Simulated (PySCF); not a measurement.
C₆H₉F.
Atom-mapped SMILES: `[CH2:1]=[CH:2]/[C:3]([CH3:4])=[CH:5]\[CH2:6][F:7]` (hydrogens: H8, H9 on C1; H10 on C2; H11, H12, H13 on C4; H14 on C5; H15, H16 on C6)

Computed geometry: GFN2-xTB, gas phase.

Question: Give the optimised bond lengths and angles.

Answer: 
```
                  bond  length (bohr)   order
                 C1=C2          2.511  double
                 C2–C3          2.752  single
                 C3–C4          2.836  single
                 C3=C5          2.527  double
                 C5–C6          2.828  single
                 C6–F7          2.597  single
                 C1–H8          2.034  single
                 C1–H9          2.033  single
                C2–H10          2.044  single
C4–H11, C4–H12, C4–H13          2.056  single
                C5–H14          2.042  single
        C6–H15, C6–H16          2.074  single
```

Bonds in one row agree within 0.02 bohr and their mean is given. Orders are formal, as drawn. A selection of angles:
```
     angle  degrees
  C2–C1–H8    121.2
  C2–C1–H9    122.8
  H8–C1–H9    116.0
  C1–C2–C3    125.6
 C1–C2–H10    118.9
 C3–C2–H10    115.5
  C2–C3–C4    118.0
  C2–C3–C5    121.5
  C4–C3–C5    120.4
 C3–C4–H11    110.3
 C3–C4–H12    110.8
H11–C4–H12    108.6
H11–C4–H13    108.1
  C3–C5–C6    126.3
 C3–C5–H14    120.1
 C6–C5–H14    113.6
  C5–C6–F7    110.1
 C5–C6–H15    112.2
 F7–C6–H15    106.2
H15–C6–H16    109.5
```

Dihedral angles: C1–C2–C3–C4 0° (synperiplanar); C2–C3–C5–C6 0° (synperiplanar); C3–C5–C6–F7 180° (antiperiplanar).

Of the pairs four or more bonds apart, C6···H10 is among the closest relative to their van der Waals radii: 2.58 Å, 89 % of the sum of Bondi's values. The 7 heavy atoms lie in one plane (0.002 Å rms). The C–C distances run from 1.329 Å (C1=C2, drawn double) to 1.501 Å (C3–C4, drawn single), a spread of 0.172 Å.

Point group: Cs (tolerance 0.08 Å). Stationary, but not proved a minimum. The numbers are those of one conformer.
